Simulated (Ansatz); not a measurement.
Reaction (ligand exchange at a Cd–C bond): `[CH3][Cd][SH]` + NH₃ → `[NH2][Cd][SH]` + CH₄

Computed with Ansatz on PBE0-D4/def2-TZVP structures; ΔE is electronic, products minus reactants. CCSD(T)/CBS is the MP2 limit (def2-TZVPP, def2-QZVPP) plus CCSD(T) − MP2 in def2-TZVPP, frozen cores. This one scheme is used for every species. DFT in def2-TZVPP. B3LYP here is the variant with VWN-RPA as its local correlation; programs differ in this. def2 core potentials past Kr. For Cd outer-core shells are correlated without core-valence functions, which leaves a few kJ/mol of doubt a bond. Each species was taken in one conformer, which may not be the lowest.

Problem. Is it downhill or uphill in electronic energy at CCSD(T)/CBS, and by how much? (Estimate.)

Solution. Computed: Downhill: ΔE = -9.9 kJ/mol.

Problem. What do these levels give: B3LYP-D4, BLYP, CCSD(T)/def2-SVP, HF/def2-TZVPP, MP2/def2-TZVPP, SCS-MP2/def2-QZVPP? (Best estimate.)

Solution. Computed: B3LYP-D4 -11.7, BLYP -14.8, CCSD(T)/def2-SVP -16.9, HF/def2-TZVPP -13.3, MP2/def2-TZVPP -6.6, SCS-MP2/def2-QZVPP -11.1 kJ/mol.

Largest T1 diagnostic among the species: 0.014.

In def2-TZVPP, CCSD(T) changes the Hartree–Fock value by +5.1 kJ/mol (the triples alone add +0.1 kJ/mol) and MP2 by +6.7 kJ/mol. At CCSD(T), def2-SVP lies −6.9 kJ/mol from the extrapolated value and def2-TZVPP +1.8 kJ/mol.
